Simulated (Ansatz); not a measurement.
input.yaml

```yaml
crystal:
  periodic: [false, false, false]
  atoms:
    - { symbol: "N", position_ang: [-0.6967, 1.4912, 1.2064] }
    - { symbol: Al, position_ang: [0.1518, 0.0689, 0.3618] }
    - { symbol: Sb, position_ang: [1.1678, -1.8523, 1.8266] }
    - { symbol: Si, position_ang: [0.3971, -0.0098, -1.9909] }
    - { symbol: Br, position_ang: [-0.6893, 1.7812, -2.8902] }
    - { symbol: H, position_ang: [-0.2649, 2.4216, 0.8713] }
    - { symbol: H, position_ang: [-1.6846, 1.5599, 0.8029] }
    - { symbol: H, position_ang: [-0.0286, -2.9556, 1.3438] }
    - { symbol: H, position_ang: [0.3124, -1.2902, 3.2984] }
    - { symbol: H, position_ang: [1.7429, -0.0299, -2.3538] }
    - { symbol: H, position_ang: [-0.3425, -1.242, -2.4557] }
basis:
  gaussian: { orbitals: def2-SVP }
hamiltonian:
  xc: b3lyp
  dispersion: d4
relax:
  f_tol: 0.015
  max_steps: 40
```

Launched with:

```bash
$ ansatz run input.yaml --threads 2 --pin off --max-ram 3072MiB --backend cpu --events-out ev --progress --plain --runs-dir out
```

Hardware: 2 threads of Intel(R) Xeon(R) Platinum 8488C (Sapphire Rapids), with other jobs on the host.

Task: Roughly how long does this run take, and how much memory?

Result: 3.4 min, with a peak of 0.43 GiB, for 24 ionic steps.
